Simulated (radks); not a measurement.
Values are calculated unless marked as measured or tabulated.
Problem. All-electron atom: neutral molybdenum in [Kr] 4d5 5s1 (the NIST ground configuration). Level of theory: scalar-relativistic Kohn-Sham, LDA (Slater exchange, Perdew-Wang correlation), spin-polarised, spherical densities, finite nucleus; open shells are filled with parallel spins first (spin-orbit coupling, left out, can overturn this in heavy ions); Fermi nuclear charge, rms radius 4.4091 fm (a radial shooting solver on a logarithmic mesh with Libxc functionals). Some entries of the table are withheld. Estimate them.

orbital  occ.  eigenvalue (eV)  r(max) (bohr)  <r^2> (bohr^2)
1s up       1        -19793.75        0.02290        0.001672
1s down     1        -19793.74        0.02290        0.001672
2s up       1        -2795.854         0.1298         0.02792
2s down     1        -2795.382         0.1298         0.02791
2p up       3        -2501.292         0.1036         0.02195
2p down     3        -2500.923         0.1036         0.02195
3s up       1        -474.8383         0.3841          0.2117
3s down     1        -474.4880         0.3841          0.2115
3p up       3        -378.3380         0.3774          0.2166
3p down     3        -377.9573         0.3774          0.2164
3d up       5        -220.8139         0.3219          0.2080
3d down     5        -220.3062         0.3220          0.2076
4s up       1         -64.9080         0.9888           1.397
4s down     1         -62.4052         0.9846           1.380
4p up       3         -39.1832          1.072           1.771
4p down     3         -36.4483          1.066           1.746
5s up       1          -4.8327            (1)           13.58
4d up       5          -4.6699            (2)           4.882
5s down     0          -2.7267            (3)           17.96
4d down     0          -1.7169            (4)           6.118
5p up       0          -1.4132          3.843           27.29
5p down     0          -0.3141          5.014           59.71
6s up       0          -0.0187          10.96           635.5

Solution. 
(1) 5s up r(max) (bohr): 2.878
(2) 4d up r(max) (bohr): 1.396
(3) 5s down r(max) (bohr): 3.074
(4) 4d down r(max) (bohr): 1.383
